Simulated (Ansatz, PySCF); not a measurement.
Constitutional and geometric isomers with formula H6B2N2. Gas-phase values, no solvent. One relaxed conformer stands for each flexible species; it need not be the lowest. Strings in code marks are SMILES.

Quantity: electronic energy of isomers of H6B2N2 relative to `BNBN` (B–N–B–N torsion 180°), in kcal/mol.

Level 1: frozen-core CCSD(T)/cc-pVTZ // r2SCAN-D4/def2-TZVP (Ansatz, a first-principles code)
Level 2: PBE-D3(BJ)/def2-TZVP // r2SCAN-D4/def2-TZVP (PySCF)
Level 3: SVWN5/6-31G* // r2SCAN-D4/def2-TZVP (PySCF)
Level 4: HF/cc-pVTZ // r2SCAN-D4/def2-TZVP (Ansatz)

```json
[
 {"species": "`BB(N)N`", "level 2": "37.8", "level 3": "43.5", "level 4": "40.7"},
 {"species": "`NBBN` (N–B–B–N torsion 73°)", "level 2": "22.4", "level 3": "27.0", "level 4": "29.0"}
]
```

What does level 1 give for each?


- `BB(N)N`: 39.7
- `NBBN` (N–B–B–N torsion 73°): 25.2
